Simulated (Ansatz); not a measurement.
Stepwise reaction of `FB(S)S` with hydrogen, as a gas-phase model of exchange steps in deposition or etching. ΔE in kJ/mol; ΔG adds harmonic PBE0-D4 terms to CCSD(T)/CBS, at 1 bar.

Calculated with Ansatz (gas phase, PBE0-D4/def2-TZVP geometries, no zero-point term in ΔE). CCSD(T)/CBS adds triple-zeta CCSD(T) − MP2 to the extrapolated MP2 energy (def2 sets, frozen cores). This one scheme is used for every species. Functionals use def2-TZVPP. B3LYP here is the variant with VWN-RPA as its local correlation; programs differ in this. Each species was taken in one conformer, which may not be the lowest.

```json
{"step": "1", "reaction": "`FB(S)S` + H₂ → `FBS` + H₂S", "PBE-D4": "49.5", "B3LYP-D4": "40.5", "ωB97M-V": "40.0", "CCSD(T)/CBS": "39.8", "ΔG(500 K)": "28.9"}
{"step": "2", "reaction": "`FBS` + H₂ → `BF` + H₂S", "PBE-D4": "74.5", "B3LYP-D4": "62.7", "ωB97M-V": "62.6", "CCSD(T)/CBS": "61.9", "ΔG(500 K)": "53.7"}
```

Task: By hand: ΔE of the 2 steps together at CCSD(T)/CBS.

Result: (39.8) + (61.9) = 101.7 kJ/mol, or 50.8 kJ/mol a step.

In ΔE each step is higher than the one before. All are uphill at CCSD(T)/CBS. ΔG lies between 28.9 and 53.7 kJ/mol a step. PBE-D4 differs from CCSD(T)/CBS by 9.7 to 12.6 kJ/mol a step. Isolated molecules leave out the surface, adducts and barriers. Largest T1 diagnostic: 0.014.
